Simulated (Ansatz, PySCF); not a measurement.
Molecule: CHO, charge 0, multiplicity 2. SMILES: [CH][O]
Coordinates optimised at B3LYP-D3(BJ)/def2-TZVP (Ansatz, a first-principles code):
```xyz
3

C     -0.0532    -0.0464    -0.5816
O     -0.0624     0.0024     0.5892
H      0.8184     0.2590    -1.2239
```
Charge 0, spin multiplicity 2.

Quantity: atomisation energy, in kcal/mol. Conventions: dispersion terms only where a functional's name holds one; LANL2DZ all-electron up to Ne; 6-311+G** with 5d; atomisation electronic, to ground-state atoms; non-relativistic; six Cartesian d functions in 6-31G* and its kin unless marked 5d; frozen cores in correlated levels; spin-orbit terms left out; open shells spin-unrestricted. CBS marks a two-point X^-3 extrapolation of the correlation energy; Hartree-Fock from the larger set. Ab initio and DFT rows: single points at B3LYP-D3(BJ) geometries (Ansatz). A UHF reference is markedly spin-contaminated in at least one set, which strains HF and MP2.

Coupled cluster (Ansatz) is a level with limits of its own, used here on species with T1 under 0.025 (0.045 for open shells) and stable references: CCSD(T)/CBS(aug-cc-pVTZ,aug-cc-pVQZ).

Value to compare with, CCSD(T)/CBS(aug-cc-pVTZ,aug-cc-pVQZ) (Ansatz): 278.1 kcal/mol.

```tsv
level	program	atomisation energy (kcal/mol)	difference
HF/6-311+G**	Ansatz	179.2	-98.9
SVWN5/6-31G*	Ansatz	331.0	52.9
PBE/STO-3G	Ansatz	303.7	25.6
PBE/3-21G	Ansatz	276.2	-1.9
PBE/6-31G*	Ansatz	293.7	15.6
B3LYP/3-21G	Ansatz	257.6	-20.5
B3LYP/LANL2DZ	Ansatz	246.4	-31.7
B3LYP/6-31+G*	Ansatz	275.6	-2.5
B3LYP/def2-SVP	Ansatz	282.8	4.7
M06-2X/6-311+G**	PySCF	275.1	-3.0
MP2/STO-3G	Ansatz	222.9	-55.2
MP2/6-31G*	Ansatz	264.3	-13.8
B3PW91/6-31G* (5d)	PySCF	278.5	0.4
PBE/def2-TZVPD	Ansatz	294.7	16.6
M06-2X/def2-TZVPD	PySCF	278.3	0.2
wB97X-V/def2-TZVPD	Ansatz	279.2	1.1
```

Among the 13 habitual levels, HF/6-311+G** lies farthest from CCSD(T)/CBS(aug-cc-pVTZ,aug-cc-pVQZ) (Ansatz) (-98.9 kcal/mol) and B3PW91/6-31G* (5d) nearest (0.4); 5 of 13 lie above it, and their mean absolute difference is 25.1 kcal/mol, the median 15.6. One case shows no general order.

The levels are drawn from those run, B3LYP/6-31G* more often than the rest, none by its result; left out are runs that failed, that the program found above a lower state of the same kind, or whose <S^2> lies over 0.5 above the pure value.
